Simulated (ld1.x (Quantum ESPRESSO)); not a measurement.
Building the RRKJ potential for Ta (PW91, scalar-relativistic).

The input file (ld1.x (Quantum ESPRESSO) 7.5):

```
&input
   title='Ta', zed=73., rel=1, dft='PW91', iswitch=3,
   config='[Xe] 4f14 5d3 6s1 6p1',
   nld=3, rlderiv=2.30, eminld=-7.0, emaxld=5.0, deld=0.02
 /
 &inputp
   pseudotype=2, tm=.false., rho0=0.02, lloc=0,
   nlcc=.false.,
   file_pseudopw='Ta.UPF', file_wfcaegen='ae.wfc', file_wfcncgen='nc.wfc', file_beta='beta', file_chi='chi'
 /
3
5P  2  1   6.00   0.00  1.60  1.60  0.0
5D  3  2   3.00   0.00  2.10  2.10  0.0
5S  1  0   2.00   0.00  1.35  1.35  0.0
 &test
   configts(1)='5s2 5p6 5d3 6s1 6p1'
 /
```

Command:

```bash
ld1.x < Ta.in > Ta.out
```

Output (shortened: banner, matrices, multipoles, cross overlaps and the repeated all-electron block are left out):

```
Program LD1 v.7.5
     --------------------------- All-electron run ----------------------------

     Ta
     scalar relativistic calculation

     atomic number is 73.00
     dft =PW91   lsd =0 sic =0 latt =0  beta=0.20 tr2=1.0E-14
     Exchange-correlation= PW91
                           (   1   4   2   2   0   0   0)
     mesh =1273 r(mesh) = 100.43799 a.u. xmin = -7.00 dx = 0.01250
     1 Ry =  13.60569312 eV, c = 137.03599908

     n l     nl                  e(Ry)          e(Ha)          e(eV)
     1 0     1S 1( 2.00)     -4952.2987     -2476.1494    -67379.4569
     2 0     2S 1( 2.00)      -850.9492      -425.4746    -11577.7531
     2 1     2P 1( 6.00)      -745.6991      -372.8495    -10145.7530
     3 0     3S 1( 2.00)      -195.0218       -97.5109     -2653.4067
     3 1     3P 1( 6.00)      -163.7231       -81.8616     -2227.5667
     4 0     4S 1( 2.00)       -39.8477       -19.9238      -542.1552
     4 1     4P 1( 6.00)       -29.5818       -14.7909      -402.4812
     3 2     3D 1(10.00)      -127.2149       -63.6074     -1730.8463
     5 0     5S 1( 2.00)        -5.4824        -2.7412       -74.5921
     5 1     5P 1( 6.00)        -3.0117        -1.5058       -40.9761
     4 2     4D 1(10.00)       -16.4461        -8.2230      -223.7605
     4 3     4F 1(14.00)        -1.9320        -0.9660       -26.2865
     5 2     5D 1( 3.00)        -0.3636        -0.1818        -4.9467
     6 0     6S 1( 1.00)        -0.4751        -0.2376        -6.4642
     6 1     6P 1( 1.00)        -0.1562        -0.0781        -2.1246

     final scf error:  1.5E-15 reached in  34 iterations

     Etot =  -31212.015992 Ry,  -15606.007996 Ha, -424661.111340 eV

     Ekin =   34299.181166 Ry,   17149.590583 Ha,  466664.133318 eV
     Encl =  -77079.708789 Ry,  -38539.854394 Ha,-1048722.863790 eV
     Eh   =   12201.790477 Ry,    6100.895238 Ha,  166013.816776 eV
     Exc  =    -633.278846 Ry,    -316.639423 Ha,   -8616.197645 eV

     normalization and overlap integrals

     s(1S/1S) =  1.000000  <r> =   0.0187  <r2> =    0.0005  r(max) =   0.0116
     s(2S/2S) =  1.000000  <r> =   0.0789  <r2> =    0.0074  r(max) =   0.0670
     s(2P/2P) =  1.000000  <r> =   0.0706  <r2> =    0.0061  r(max) =   0.0549
     s(3S/3S) =  1.000000  <r> =   0.2048  <r2> =    0.0479  r(max) =   0.1891
     s(3P/3P) =  1.000000  <r> =   0.2049  <r2> =    0.0487  r(max) =   0.1868
     s(4S/4S) =  1.000000  <r> =   0.4587  <r2> =    0.2376  r(max) =   0.4262
     s(4P/4P) =  1.000000  <r> =   0.4877  <r2> =    0.2706  r(max) =   0.4480
     s(3D/3D) =  1.000000  <r> =   0.1856  <r2> =    0.0404  r(max) =   0.1510
     s(5S/5S) =  1.000000  <r> =   1.0999  <r2> =    1.3605  r(max) =   0.9847
     s(5P/5P) =  1.000000  <r> =   1.2930  <r2> =    1.8992  r(max) =   1.1298
     s(4D/4D) =  1.000000  <r> =   0.5231  <r2> =    0.3173  r(max) =   0.4593
     s(4F/4F) =  1.000000  <r> =   0.6393  <r2> =    0.5207  r(max) =   0.4424
     s(5D/5D) =  1.000000  <r> =   2.1816  <r2> =    5.8231  r(max) =   1.5637
     s(6S/6S) =  1.000000  <r> =   3.2211  <r2> =   11.8119  r(max) =   2.7102
     s(6P/6P) =  1.000000  <r> =   4.6902  <r2> =   25.6495  r(max) =   3.7511

     ------------------------ End of All-electron run ------------------------

     --------------------- Generating NC pseudopotential ---------------------

      Generating local pot.: lloc=0, matching radius rcloc =   1.3500

      Wfc   5P  rcut= 1.583  Estimated cut-off energy=       71.86 Ry
      This function has    0 nodes for 0 < r <    1.583

      Wfc   5D  rcut= 2.085  Estimated cut-off energy=       53.50 Ry
      This function has    0 nodes for 0 < r <    2.085

     ------------------- End of pseudopotential generation -------------------

     Computing logarithmic derivative in   2.28945
     Message from routine run_pseudo:
     Warning: convergence not achieved
     Computing logarithmic derivative in   2.28945
     Computing the partial wave expansion
       no projector for channel:   0
     R is outside the sphere for l=    1 j= 0.00
     R is outside the sphere for l=    2 j= 0.00

     ---------------------- Testing the pseudopotential ----------------------

     Ta
     scalar relativistic calculation

     atomic number is 73.00   valence charge is 13.00
     dft =PW91   lsd =0 sic =0 latt =0  beta=0.20 tr2=1.0E-14
     mesh =1273 r(mesh) = 100.43799 xmin = -7.00 dx = 0.01250

     n l     nl             e AE (Ry)        e PS (Ry)    De AE-PS (Ry)
     1 0     5S   1( 2.00)       -5.48242       -5.48244        0.00003
     2 1     5P   1( 6.00)       -3.01169       -3.01169        0.00001
     3 2     5D   1( 3.00)       -0.36358       -0.36358        0.00000
     2 0     6S   1( 1.00)       -0.47511       -0.49493        0.01982  !
     3 1     6P   1( 1.00)       -0.15616       -0.15735        0.00119

     eps = 1.1E-10  iter =201

     Etot =  -31212.015992 Ry,  -15606.007996 Ha, -424661.111340 eV
     Etotps =  -115.584979 Ry,     -57.792490 Ha,   -1572.613756 eV

     Ekin =      34.741361 Ry,      17.370681 Ha,     472.680303 eV
     Encl =    -228.905563 Ry,    -114.452781 Ha,   -3114.418844 eV
     Ehrt =      88.665760 Ry,      44.332880 Ha,    1206.359125 eV
     Ecxc =     -12.973198 Ry,      -6.486599 Ha,    -176.509346 eV
     Epseu=       2.886660 Ry,       1.443330 Ha,      39.275006 eV

     ---------------------- End of pseudopotential test ----------------------
```

Generation and configuration tests took about 3.8 s on one core of a shared server CPU.

Transferability test of the new file with ld1.x, input:

```
&input
   title='Ta', zed=73., rel=1, dft='PW91', iswitch=2,
   config='[Xe] 4f14 5d3 6s1 6p1'
 /
 &test
   file_pseudo='Ta.UPF', nconf=8,
   configts(1)='5s2 5p6 5d3 6s1 6p1',
   configts(2)='5s2 5p6 5d3 6s2 6p0',
   configts(3)='5s2 5p6 5d3 6s1 6p0',
   configts(4)='5s2 5p6 5d3 6s0 6p0',
   configts(5)='5s2 5p6 5d3 6s1.5 6p0',
   configts(6)='5s2 5p6 5d2 6s2 6p0',
   configts(7)='5s1 5p6 5d3 6s2 6p0',
   configts(8)='5s2 5p6 5d1 6s0 6p0'
 /
```

```bash
ld1.x < Ta.test.in > Ta.test.out
```

Pseudopotential blocks of its output, shortened (energy terms left out; the distinct warnings before each block abridged to one line each):

```
     Warning: convergence not achieved
     ---------------------- Testing the pseudopotential ----------------------

     n l     nl             e AE (Ry)        e PS (Ry)    De AE-PS (Ry)
     1 0     5S   1( 2.00)       -5.48242       -5.48244        0.00003
     2 1     5P   1( 6.00)       -3.01169       -3.01169        0.00001
     3 2     5D   1( 3.00)       -0.36358       -0.36358        0.00000
     2 0     6S   1( 1.00)       -0.47511       -0.49493        0.01982  !
     3 1     6P   1( 1.00)       -0.15616       -0.15735        0.00119

     eps = 2.3E-10  iter =201

     Etot =  -31212.015992 Ry,  -15606.007996 Ha, -424661.111340 eV
     Etotps =  -115.584979 Ry,     -57.792490 Ha,   -1572.613756 eV

     ---------------------- End of pseudopotential test ----------------------

          Warning: convergence not achieved
     ---------------------- Testing the pseudopotential ----------------------

     n l     nl             e AE (Ry)        e PS (Ry)    De AE-PS (Ry)
     1 0     5S   1( 2.00)       -5.37010       -5.36064       -0.00946  !
     2 1     5P   1( 6.00)       -2.89943       -2.89083       -0.00860  !
     3 2     5D   1( 3.00)       -0.26788       -0.26277       -0.00511  !
     2 0     6S   1( 2.00)       -0.40372       -0.41901        0.01529  !
     3 1     6P   1( 0.00)       -0.10560       -0.10478       -0.00082

     eps = 8.8E-11  iter =201

     Etot =  -31212.324830 Ry,  -15606.162415 Ha, -424665.313295 eV
     Etotps =  -115.911319 Ry,     -57.955660 Ha,   -1577.053837 eV
     dEtot_ae =      -0.308838 Ry
     dEtot_ps =      -0.326340 Ry,   Delta E=       0.017502 Ry

     ---------------------- End of pseudopotential test ----------------------

          Warning: convergence not achieved
     ---------------------- Testing the pseudopotential ----------------------

     n l     nl             e AE (Ry)        e PS (Ry)    De AE-PS (Ry)
     1 0     5S   1( 2.00)       -5.90093       -5.90253        0.00160
     2 1     5P   1( 6.00)       -3.43158       -3.43327        0.00169
     3 2     5D   1( 3.00)       -0.77586       -0.77747        0.00161
     2 0     6S   1( 1.00)       -0.85883       -0.88232        0.02349  !
     3 1     6P   1( 0.00)       -0.49000       -0.49239        0.00239

     eps = 3.5E-10  iter =201

     Etot =  -31211.698120 Ry,  -15605.849060 Ha, -424656.786470 eV
     Etotps =  -115.265183 Ry,     -57.632591 Ha,   -1568.262706 eV
     dEtot_ae =       0.317872 Ry
     dEtot_ps =       0.319796 Ry,   Delta E=      -0.001924 Ry

     ---------------------- End of pseudopotential test ----------------------

          Warning: convergence not achieved
     ---------------------- Testing the pseudopotential ----------------------

     n l     nl             e AE (Ry)        e PS (Ry)    De AE-PS (Ry)
     1 0     5S   1( 2.00)       -6.51521       -6.53287        0.01766  !
     2 1     5P   1( 6.00)       -4.04472       -4.06085        0.01612  !
     3 2     5D   1( 3.00)       -1.35092       -1.36168        0.01076  !
     2 0     6S   1( 0.00)       -1.35850       -1.39224        0.03374  !
     3 1     6P   1( 0.00)       -0.92736       -0.93447        0.00711  !

     eps = 6.0E-10  iter =201

     Etot =  -31210.593448 Ry,  -15605.296724 Ha, -424641.756642 eV
     Etotps =  -114.131623 Ry,     -57.065811 Ha,   -1552.839838 eV
     dEtot_ae =       1.422544 Ry
     dEtot_ps =       1.453356 Ry,   Delta E=      -0.030812 Ry

     ---------------------- End of pseudopotential test ----------------------

          Warning: convergence not achieved
     ---------------------- Testing the pseudopotential ----------------------

     n l     nl             e AE (Ry)        e PS (Ry)    De AE-PS (Ry)
     1 0     5S   1( 2.00)       -5.62388       -5.61934       -0.00454
     2 1     5P   1( 6.00)       -3.15411       -3.15015       -0.00397
     3 2     5D   1( 3.00)       -0.51230       -0.51024       -0.00206
     2 0     6S   1( 1.50)       -0.62479       -0.64389        0.01910  !
     3 1     6P   1( 0.00)       -0.28982       -0.29035        0.00053

     eps = 1.7E-10  iter =201

     Etot =  -31212.068418 Ry,  -15606.034209 Ha, -424661.824628 eV
     Etotps =  -115.646231 Ry,     -57.823116 Ha,   -1573.447133 eV
     dEtot_ae =      -0.052426 Ry
     dEtot_ps =      -0.061252 Ry,   Delta E=       0.008826 Ry

     ---------------------- End of pseudopotential test ----------------------

          Warning: convergence not achieved
     ---------------------- Testing the pseudopotential ----------------------

     n l     nl             e AE (Ry)        e PS (Ry)    De AE-PS (Ry)
     1 0     5S   1( 2.00)       -6.08789       -6.07700       -0.01089  !
     2 1     5P   1( 6.00)       -3.60490       -3.59458       -0.01032  !
     3 2     5D   1( 2.00)       -0.89513       -0.88822       -0.00691  !
     2 0     6S   1( 2.00)       -0.92618       -0.94807        0.02189  !
     3 1     6P   1( 0.00)       -0.53167       -0.53125       -0.00043

     eps = 5.8E-11  iter =201

     Etot =  -31211.755592 Ry,  -15605.877796 Ha, -424657.568419 eV
     Etotps =  -115.348106 Ry,     -57.674053 Ha,   -1569.390937 eV
     dEtot_ae =       0.260400 Ry
     dEtot_ps =       0.236873 Ry,   Delta E=       0.023527 Ry

     ---------------------- End of pseudopotential test ----------------------

          Warning: convergence not achieved
     ---------------------- Testing the pseudopotential ----------------------

     n l     nl             e AE (Ry)        e PS (Ry)    De AE-PS (Ry)
     1 0     5S   1( 1.00)       -6.32385       -6.33409        0.01024  !
     2 1     5P   1( 6.00)       -3.80035       -3.80322        0.00286
     3 2     5D   1( 3.00)       -0.99541       -0.98968       -0.00574  !
     2 0     6S   1( 2.00)       -0.95643       -0.98408        0.02766  !
     3 1     6P   1( 0.00)       -0.54379       -0.54334       -0.00046

     eps = 2.2E-11  iter =201

     Etot =  -31206.498039 Ry,  -15603.249019 Ha, -424586.035761 eV
     Etotps =  -110.080015 Ry,     -55.040008 Ha,   -1497.714903 eV
     dEtot_ae =       5.517953 Ry
     dEtot_ps =       5.504964 Ry,   Delta E=       0.012989 Ry

     ---------------------- End of pseudopotential test ----------------------

          Warning: convergence not achieved
     ---------------------- Testing the pseudopotential ----------------------

     n l     nl             e AE (Ry)        e PS (Ry)    De AE-PS (Ry)
     1 0     5S   1( 2.00)       -8.45429       -8.49356        0.03927  !
     2 1     5P   1( 6.00)       -5.93349       -5.96549        0.03199  !
     3 2     5D   1( 1.00)       -3.03167       -3.04872        0.01704  !
     2 0     6S   1( 0.00)       -2.71711       -2.77681        0.05970  !
     3 1     6P   1( 0.00)       -2.11830       -2.13247        0.01417  !

     eps = 4.0E-10  iter =201

     Etot =  -31206.271430 Ry,  -15603.135715 Ha, -424582.952591 eV
     Etotps =  -109.781174 Ry,     -54.890587 Ha,   -1493.648970 eV
     dEtot_ae =       5.744562 Ry
     dEtot_ps =       5.803805 Ry,   Delta E=      -0.059243 Ry

     ---------------------- End of pseudopotential test ----------------------
```
